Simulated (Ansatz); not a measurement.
Program: Ansatz. Geometries: PBE0-D4/def2-TZVP. ΔE: electronic, gas phase. CCSD(T)/CBS adds triple-zeta CCSD(T) − MP2 to the extrapolated MP2 energy (def2 sets, frozen cores). DFT in def2-TZVPP. For Br, Mg outer-core shells are correlated without core-valence functions, which leaves a few kJ/mol of doubt a bond. Scalar relativity is left out up to krypton.

Reaction (redistribution): `[CH3][Mg-]1[O]C(C(F)(F)F)=CC(C(F)(F)F)=[O+]1` + `[F][Al]([Cl])[Br]` → `[CH3][Mg][Br]` + `FC(F)(F)C1=CC(C(F)(F)F)=[O+][Al-]([F])([Cl])[O]1`

`[CH3][Mg-]1[O]C(C(F)(F)F)=CC(C(F)(F)F)=[O+]1`:

```xyz
19

C    -3.879   -0.618   -0.114
Mg   -1.836   -0.293   -0.061
O    -0.659    1.273   -0.257
C     0.591    1.303   -0.188
C     1.191    2.705   -0.386
F     0.721    3.533    0.545
F     2.521    2.709   -0.310
F     0.845    3.179   -1.581
C     1.451    0.231    0.043
C     0.955   -1.057    0.228
C     1.948   -2.205    0.479
F     1.817   -3.131   -0.468
F     1.694   -2.772    1.657
F     3.215   -1.794    0.483
O    -0.244   -1.419    0.217
H    -4.394    0.125   -0.730
H    -4.324   -0.567    0.885
H    -4.125   -1.604   -0.520
H     2.514    0.401    0.078
```

`[F][Al]([Cl])[Br]`:

Z-matrix (Å, degrees):
```
Al
F 1 1.633
Br 1 2.220 2 119.2
Cl 1 2.066 2 119.0 3 180.0
```

`[CH3][Mg][Br]`:

Cartesian coordinates in Å:
```
C 0.237 -0.810 -0.252
Mg -0.320 1.091 0.340
Br -0.951 3.248 1.012
H -0.487 -1.559 0.080
H 1.211 -1.087 0.161
H 0.309 -0.883 -1.341
```

`FC(F)(F)C1=CC(C(F)(F)F)=[O+][Al-]([F])([Cl])[O]1`:

Cartesian coordinates in Å:
```
F 1.080 -2.828 -1.890
C 0.491 -1.656 -2.018
F 1.201 -0.905 -2.861
F -0.720 -1.836 -2.545
C 0.364 -0.936 -0.665
C -0.243 0.311 -0.650
C -0.365 1.013 0.540
C -1.028 2.400 0.490
F -1.073 2.959 1.681
F -2.270 2.286 0.018
F -0.345 3.195 -0.336
O 0.018 0.627 1.677
Al 0.805 -0.970 2.057
F 2.346 -0.699 2.551
Cl -0.482 -2.152 3.191
O 0.832 -1.550 0.331
H -0.610 0.742 -1.570
```

```
     level  ΔE (kcal/mol)
r2SCAN0-D4          -14.2
    revPBE           -9.8
      PBE0          -12.3
   r2SCANh          -13.3
```

Q: What does CCSD(T)/CBS give? (Best estimate.)

A: Computed: -10.5 kcal/mol. The listed levels differ from it by -3.7, 0.7, -1.8, -2.8 kcal/mol.

Largest T1 diagnostic among the species: 0.015.

From PBE to PBE0 (25 % exact exchange), in def2-TZVPP and without D4, ΔE moves by −1.6 kcal/mol. Leaving LDA and LC-ωPBE aside and taking each functional with its dispersion term where it has one, the values, not all of them listed here, spread over 3.0 kcal/mol, from BHLYP-D4 to revPBE-D4. LDA lies −2.8 kcal/mol from PBE without D4.
